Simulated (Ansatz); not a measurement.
CH$_{3}$AlBrF. Total charge 0; spin multiplicity 1. The bonds changed during the relaxation, so this is another structure than the one it started from. The geometry is a stationary point of PBE0-D4/def2-TZVP.

```xyz
7

F    -0.393   -1.895    0.572
C    -0.446   -0.807   -0.205
Al    0.821    0.712   -0.023
Br   -1.610    0.651    0.770
H    -1.079   -1.014   -1.069
H     1.786    0.677    1.225
H     0.920    1.676   -1.271
```

**Question.** What is the dipole moment at r2SCAN/def2-TZVPP? (Estimate.)

**Answer.** Ansatz gave: 1.22 D, with components (-0.40, -0.44, -1.06) D in this frame, pointing from negative to positive charge.

**Question.** And with PBE, B3LYP, ωB97M-V? (Best estimate.)

**Answer.** Ansatz gave: PBE 1.15 D, B3LYP 1.20 D, ωB97M-V 1.22 D.

**Question.** Give the Mulliken charges with r2SCAN, ωB97M-V, B3LYP in def2-TZVPP. (An estimate is asked.)

**Answer.** Ansatz gave: 
```csv
atom,r2SCAN,ωB97M-V,B3LYP
F1,-0.16,-0.16,-0.17
C2,0.04,-0.03,0.02
Al3,0.47,0.36,0.41
Br4,-0.13,-0.11,-0.13
H5,0.12,0.17,0.15
H6,-0.16,-0.11,-0.14
H7,-0.17,-0.12,-0.15
```

B3LYP here is the variant with VWN-RPA as its local correlation; programs differ in this.
